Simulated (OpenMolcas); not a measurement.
## Co⁶⁺: CASPT2 settings compared

- Program: OpenMolcas 26.06
- Basis: ANO-L-VQZP [7s6p4d3f2g]
- Scalar Hamiltonian: non-relativistic, point nucleus
- Active space: 3 electrons in 5 orbitals (3d)
- State averaging: 2S+1 = 4 even, 10 roots; 2S+1 = 2 even, 40 roots (35 in the spin-orbit step)
- Spin-orbit coupling: state interaction with AMFI integrals over the reference wave functions, term energies averaged over their components

Methods on the same reference wave functions:
A. CASSCF
B. SS-CASPT2, IPEA 0.15 Eh, sigma2 regulariser 0.1 Eh (closed shells correlated: 3s 3p)
C. SS-CASPT2, IPEA 0.35 Eh, sigma1 regulariser 0.1 Eh (closed shells correlated: 2s 2p 3s 3p)
D. XMS-CASPT2, IPEA 0 Eh, real shift 0.3 Eh (closed shells correlated: none)

Energies in eV above 3d³ ⁴F_3/2, the measured ground level; measured values from Sugar and Corliss, J. Phys. Chem. Ref. Data 10, 1097 (1981).

```json
{"Level": "3d³ ⁴F_3/2", "A": "0.0000", "B": "0.0000", "C": "0.0000", "D": "0.0000", "Measured": "0.0000"}
{"Level": "3d³ ⁴F_5/2", "A": "0.0900", "B": "0.0910", "C": "0.0910", "D": "0.0905", "Measured": "0.0865"}
{"Level": "3d³ ⁴F_7/2", "A": "0.2109", "B": "0.2123", "C": "0.2123", "D": "0.2116", "Measured": "0.1996"}
{"Level": "3d³ ⁴F_9/2", "A": "0.3582", "B": "0.359", "C": "0.359", "D": "0.359", "Measured": "0.3376"}
{"Level": "3d³ ⁴P_1/2", "A": "3.1883", "B": "2.651", "C": "2.659", "D": "2.968", "Measured": "2.6156"}
{"Level": "3d³ ⁴P_3/2", "A": "3.2174", "B": "2.681", "C": "2.691", "D": "2.993", "Measured": "2.6414"}
{"Level": "3d³ ²G_7/2", "A": "3.2949", "B": "2.868", "C": "2.908", "D": "3.136", "Measured": ""}
{"Level": "3d³ ⁴P_5/2", "A": "3.3349", "B": "2.795", "C": "2.804", "D": "3.116", "Measured": "2.7508"}
{"Level": "3d³ ²G_9/2", "A": "3.4102", "B": "2.986", "C": "3.026", "D": "3.253", "Measured": ""}
{"Level": "3d³ ²P_1/2", "A": "4.3344", "B": "3.946", "C": "3.974", "D": "3.938", "Measured": ""}
{"Level": "3d³ ²H_9/2", "A": "4.3561", "B": "3.996", "C": "4.023", "D": "4.234", "Measured": ""}
{"Level": "3d³ ²H_11/2", "A": "4.4378", "B": "4.079", "C": "4.107", "D": "4.317", "Measured": ""}
{"Level": "3d³ ²D_5/2", "A": "4.8276", "B": "4.045", "C": "4.078", "D": "4.437", "Measured": ""}
{"Level": "3d³ ²F_7/2", "A": "7.4155", "B": "6.521", "C": "6.543", "D": "7.017", "Measured": ""}
{"Level": "3d³ ²F_5/2", "A": "7.4725", "B": "6.578", "C": "6.600", "D": "7.074", "Measured": ""}
```

Deviations, from unrounded energies. A percentage is the sum of absolute deviations over the sum of measured energies, with the sign that they share, or ± where signs differ.

```json
{"Against measurement": "mean absolute deviation (cm-1)", "Levels": "6", "A": "2400", "B": "210", "C": "250", "D": "1500"}
{"Against measurement": "fine structure of the ground term (%)", "Levels": "3", "A": "+5.7", "B": "+6.1", "C": "+6.1", "D": "+5.9"}
{"Against measurement": "other terms of the ground configuration (%)", "Levels": "3", "A": "+21.6", "B": "+1.5", "C": "+1.8", "D": "+13.3"}
```

B lies closest to measurement on these levels and A furthest from it. The largest miss of B in the table is 3d³ ⁴P_5/2, by +360 cm-1. The ranking rests on the paired levels alone, and a cruder setting can come out closer through cancelling errors.

Among B to D the level of the table that moves most is 3d³ ²F_5/2, by 4000 cm-1 (lowest in B, highest in D). Moves below CASPT2's spread within the term are not significant.

The two smallest mean deviations differ by little beside CASPT2's spread within terms, so their order carries little weight.

From A to B the spin-free energies of the other terms of 3d³ shown, above ⁴F, scale by factors of 0.82 to 0.91, as is usual when dynamic correlation screens the repulsion within a d or f shell.

The lowest spin-free term lies below A's lowest term by 0.343 hartree in B, 0.400 hartree in C, 0.021 hartree in D.

Term energies are means over components that CASPT2 splits; among the terms shown or strongly mixed into the levels shown the widest spread is 890 cm-1 (3d³ ²H, B). Some high roots are left out of the spin-orbit mixing, which shifts the levels that they would mix with. Without dynamic correlation excited terms often stand tens of per cent too high (terms of higher spin than the ground term too low), and those without a measured partner can miss by more than the paired ones (holds for A). The CASPT2 spread within a term exceeds the gap to the next term for 3d³ ²D and 3d³ ²P, 3d³ ²P and 3d³ ²H, so the order of their levels is uncertain, and so are names and mixing where such terms share a J (holds for B; C). Computed and measured levels are paired by configuration, term and J; levels that our copy of the source lacks, or whose pairing is in doubt (as where it misses far off the trend of its configuration), stay unpaired and out of the deviations. Only configurations of the active space appear. The table leaves out levels that lie high or whose names do not pair safely across all columns.
